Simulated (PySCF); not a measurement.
Run record: core-ionisation job, `B[C@@H]1CCC[AsH]1`.

Computed with delta-SCF UKS SCAN, pcX-2 on the ionised atom, pcseg-1 elsewhere, spin-free X2C (PySCF 2.14.0). Geometry: PBE0-D3(BJ)/def2-SVP. A driver script takes a list of jobs; this job's settings line and coordinates (Å) are shown.

Command:
```bash
OMP_NUM_THREADS=1 python probes_run.py task.json out
```

Input:
```
{"job": {"kind": "xps"}, "charge": 0, "multiplicity": 1}
B      1.715594     0.748930    -0.225832
C      0.984811    -0.172130     0.801465
C      0.078715    -1.296149     0.307814
C     -0.959218    -0.718183    -0.650416
C     -1.579377     0.522508    -0.016449
As    -0.178485     1.448914     1.039362
H      1.528597     0.626866    -1.417431
H      2.624000     1.451598     0.161924
H      1.518174    -0.383924     1.735679
H     -0.428995    -1.783517     1.158771
H      0.676145    -2.078441    -0.190225
H     -0.466101    -0.435848    -1.593338
H     -1.729766    -1.463193    -0.907482
H     -2.055351     1.200687    -0.739341
H     -2.342523     0.253838     0.733430
H      0.593535     2.078893    -0.191810
```

Output:
```
ground state, core basis on atom 0 (B), 178 functions
  cycle   1  E = -2438.54790238  |g| = 5.32e-01
  cycle   2  E = -2438.37805240  |g| = 9.08e-01
  cycle   3  E = -2438.62948257  |g| = 1.02e-01
  cycle   4  E = -2438.63240681  |g| = 4.15e-02
  cycle   5  E = -2438.63281281  |g| = 1.75e-02
  cycle   6  E = -2438.63289528  |g| = 5.26e-03
  cycle   7  E = -2438.63290492  |g| = 1.43e-03
  cycle   8  E = -2438.63290176  |g| = 4.47e-04
  E(ground) = -2438.54629741 Eh
hole in B 1s of atom 0
  cycle   1  E = -2431.04730572  |g| = 1.17e+00
  cycle   2  E = -2429.57180971  |g| = 1.86e+00
  cycle   3  E = -2431.31943064  |g| = 4.66e-01
  cycle   4  E = -2431.41772663  |g| = 2.81e-01
  cycle   5  E = -2431.47420144  |g| = 4.95e-02
  cycle   6  E = -2431.47539594  |g| = 2.68e-02
  cycle   7  E = -2431.47579314  |g| = 1.43e-02
  cycle   8  E = -2431.47595364  |g| = 5.28e-03
  cycle   9  E = -2431.47599575  |g| = 3.88e-03
  cycle  10  E = -2431.47602453  |g| = 1.91e-03
  cycle  11  E = -2431.47603072  |g| = 8.82e-04
  cycle  12  E = -2431.47603102  |g| = 3.32e-04
  E(ion) = -2431.38968160 Eh   <S^2> = 0.8122   hole on atom = 1.000   binding energy = 194.741 eV
ground state, core basis on atom 1 (C), 178 functions
  cycle   1  E = -2438.64184232  |g| = 5.76e-02
  cycle   2  E = -2438.64176177  |g| = 2.20e-02
  cycle   3  E = -2438.64164853  |g| = 2.88e-02
  cycle   4  E = -2438.64190761  |g| = 3.85e-03
  cycle   5  E = -2438.64191076  |g| = 6.53e-04
  cycle   6  E = -2438.64191123  |g| = 1.25e-04
  E(ground) = -2438.55411162 Eh
hole in C 1s of atom 1
  cycle   1  E = -2427.39635999  |g| = 1.52e+00
  cycle   2  E = -2426.24425837  |g| = 2.09e+00
  cycle   3  E = -2427.90137181  |g| = 4.21e-01
  cycle   4  E = -2427.96980040  |g| = 1.81e-01
  cycle   5  E = -2427.98742633  |g| = 6.01e-02
  cycle   6  E = -2427.98935728  |g| = 1.58e-02
  cycle   7  E = -2427.98947820  |g| = 7.81e-03
  cycle   8  E = -2427.98951956  |g| = 2.52e-03
  cycle   9  E = -2427.98952486  |g| = 1.25e-03
  cycle  10  E = -2427.98952559  |g| = 5.37e-04
  cycle  11  E = -2427.98952623  |g| = 1.88e-04
  E(ion) = -2427.90047884 Eh   <S^2> = 0.7741   hole on atom = 1.000   binding energy = 289.900 eV
ground state, core basis on atom 2 (C), 178 functions
  cycle   1  E = -2438.64085524  |g| = 5.75e-02
  cycle   2  E = -2438.64079125  |g| = 2.16e-02
  cycle   3  E = -2438.64073885  |g| = 2.53e-02
  cycle   4  E = -2438.64090637  |g| = 4.55e-03
  cycle   5  E = -2438.64091485  |g| = 3.69e-04
  E(ground) = -2438.55305748 Eh
hole in C 1s of atom 2
  cycle   1  E = -2427.39035827  |g| = 1.51e+00
  cycle   2  E = -2426.49443724  |g| = 1.96e+00
  cycle   3  E = -2427.89737879  |g| = 3.73e-01
  cycle   4  E = -2427.93955351  |g| = 2.01e-01
  cycle   5  E = -2427.96058832  |g| = 6.79e-02
  cycle   6  E = -2427.96277673  |g| = 1.44e-02
  cycle   7  E = -2427.96288045  |g| = 7.89e-03
  cycle   8  E = -2427.96292444  |g| = 2.88e-03
  cycle   9  E = -2427.96293048  |g| = 1.34e-03
  cycle  10  E = -2427.96293322  |g| = 7.42e-04
  cycle  11  E = -2427.96293104  |g| = 2.78e-04
  E(ion) = -2427.87423413 Eh   <S^2> = 0.7697   hole on atom = 1.000   binding energy = 290.586 eV
ground state, core basis on atom 3 (C), 178 functions
  cycle   1  E = -2438.64108194  |g| = 5.85e-02
  cycle   2  E = -2438.64103415  |g| = 2.36e-02
  cycle   3  E = -2438.64106258  |g| = 2.08e-02
  cycle   4  E = -2438.64116850  |g| = 2.13e-03
  cycle   5  E = -2438.64116938  |g| = 5.12e-04
  cycle   6  E = -2438.64116932  |g| = 1.03e-04
  E(ground) = -2438.55317142 Eh
hole in C 1s of atom 3
  cycle   1  E = -2427.38980749  |g| = 1.51e+00
  cycle   2  E = -2426.45871035  |g| = 1.98e+00
  cycle   3  E = -2427.89809143  |g| = 3.66e-01
  cycle   4  E = -2427.94348971  |g| = 1.75e-01
  cycle   5  E = -2427.95900271  |g| = 6.76e-02
  cycle   6  E = -2427.96120941  |g| = 1.23e-02
  cycle   7  E = -2427.96124560  |g| = 1.01e-02
  cycle   8  E = -2427.96131396  |g| = 2.76e-03
  cycle   9  E = -2427.96132073  |g| = 1.41e-03
  cycle  10  E = -2427.96132203  |g| = 6.95e-04
  cycle  11  E = -2427.96132470  |g| = 1.95e-04
  E(ion) = -2427.87254052 Eh   <S^2> = 0.7691   hole on atom = 1.000   binding energy = 290.635 eV
ground state, core basis on atom 4 (C), 178 functions
  cycle   1  E = -2438.64183551  |g| = 5.81e-02
  cycle   2  E = -2438.64179061  |g| = 2.23e-02
  cycle   3  E = -2438.64179521  |g| = 2.14e-02
  cycle   4  E = -2438.64191294  |g| = 2.92e-03
  cycle   5  E = -2438.64191434  |g| = 4.90e-04
  E(ground) = -2438.55404274 Eh
hole in C 1s of atom 4
  cycle   1  E = -2427.37905400  |g| = 1.52e+00
  cycle   2  E = -2426.35775831  |g| = 2.01e+00
  cycle   3  E = -2427.89288740  |g| = 3.88e-01
  cycle   4  E = -2427.94460304  |g| = 1.87e-01
  cycle   5  E = -2427.96278099  |g| = 8.54e-02
  cycle   6  E = -2427.96681475  |g| = 1.77e-02
  cycle   7  E = -2427.96697341  |g| = 8.23e-03
  cycle   8  E = -2427.96701456  |g| = 2.81e-03
  cycle   9  E = -2427.96702395  |g| = 1.13e-03
  cycle  10  E = -2427.96702248  |g| = 6.29e-04
  cycle  11  E = -2427.96702371  |g| = 1.78e-04
  E(ion) = -2427.87827923 Eh   <S^2> = 0.7729   hole on atom = 1.000   binding energy = 290.502 eV
```

Cycles run on a coarse grid; E(ground) and E(ion) are re-evaluated on a finer one, so they differ from the last cycle. Atoms in this output count from 0.

Problem. How does the 1s binding energy of B1 follow from the two total energies?

Solution. E(ion) − E(ground) = -2431.38968160 − (-2438.54629741) = 7.156616 Eh, times 27.211386 eV gives 194.74 eV.

Main results: B1s of B1 194.74 eV; C1s of C2 289.90 eV; C1s of C3 290.59 eV; C1s of C4 290.63 eV; C1s of C5 290.50 eV.

Geometry: PBE0-D3(BJ)/def2-SVP, one conformer, isolated molecule.

Problem. Estimate the wall time. Hardware: one thread of an Intel Xeon at 2.50 GHz, shared host with 64 logical CPUs at a one-minute load of 57. And the peak memory of the process?

Solution. About 3.3 min, with 0.71 GiB resident at the peak, the Python interpreter and its libraries included.
Labels such as C1 count atoms from 1, the log's own numbers from 0.
